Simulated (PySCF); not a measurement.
Delta-SCF ions had no search for a lower state. Excitations are Tamm–Dancoff values on a coarser integration grid. The basis has no diffuse functions, so Rydberg states are missing or too high.

Cartesian coordinates (Å):
SMILES: C/C=C\C=C\B
```xyz
15

B     -1.7961     1.2603     1.9568
C     -1.4157     1.1878     0.4859
C     -0.4427     0.3606     0.0579
C     -0.0188     0.2296    -1.3183
C      0.9413    -0.5800    -1.7696
C      1.7875    -1.5211    -0.9838
H     -2.6545     1.9879     2.3520
H     -1.2177     0.5679     2.7401
H     -1.9132     1.7977    -0.2649
H      0.0600    -0.2521     0.7981
H     -0.5411     0.8550    -2.0343
H      1.1426    -0.5627    -2.8361
H      1.5624    -1.5175     0.0794
H      2.8438    -1.2726    -1.1088
H      1.6621    -2.5408    -1.3550
```
Charge 0, spin multiplicity 1.

### Question
What is the computed S1–T1 gap (TDA), vertical ionisation energy (Delta-SCF), HOMO–LUMO gap, T1 excitation (TDA) and dipole moment (CAM-B3LYP-D3(BJ)/def2-TZVP (PySCF 2.14.0))?

### Answer

- S1–T1 gap (TDA): 2.31 eV
- vertical ionisation energy (Delta-SCF): 8.88 eV
- HOMO–LUMO gap: 7.09 eV
- T1 excitation (TDA): 2.72 eV
- dipole moment: 2.79 D
